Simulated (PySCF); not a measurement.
Bromoketene, C₂HBrO.
Numbering: `[O:1]=[C:2]=[CH:3][Br:4]` (hydrogens: H5 on C3)

Theory: PBE0-D3(BJ)/def2-SVP geometry optimisation, gas phase (PySCF 2.14.0).

Task: List the bond lengths and angles at this level.

Result: 
```tsv
bond	length (bohr)	order
O1=C2	2.192	double
C2=C3	2.492	double
C3–Br4	3.547	single
C3–H5	2.060	single
```

Orders are formal, as drawn. A selection of angles:
```tsv
angle	degrees
O1–C2–C3	179.9
C2–C3–Br4	120.2
C2–C3–H5	120.7
Br4–C3–H5	119.0
```

The 4 heavy atoms lie in one plane (0.000 Å rms).

Point group: Cs (tolerance 0.08 Å). No PBE0-D3(BJ)/def2-SVP frequencies stand behind this structure, so it isn't proved a minimum.


Species: SiCl4.
Bonds: Cl1–Si2, Si2–Cl3, Si2–Cl4, Si2–Cl5.

Computed with PBE0-D3(BJ)/def2-SVP geometry optimisation, gas phase in PySCF 2.14.0.

Question: Give the optimised bond lengths and angles.

Answer: 
| bond | length (Å) | order |
| --- | --- | --- |
| Cl1–Si2 and 3 like bonds | 2.034 | single |

Bonds in one row agree within 0.01 Å and their mean is given. Orders are formal, as drawn. A selection of angles:
| angle | degrees |
| --- | --- |
| Cl1–Si2–Cl3 | 109.5 |

Si2 (chlorine-bound silicon) is tetrahedral (all angles 109.5°). All 4 Cl–Si bonds measure 2.034 Å.

Point group: Td (every atom within 0.08 Å of its image). No PBE0-D3(BJ)/def2-SVP frequencies stand behind this structure, so it isn't proved a minimum.

The run took 26 s of wall time on x86-64 server, one thread, no GPU (shared host). This is the geometry optimisation.
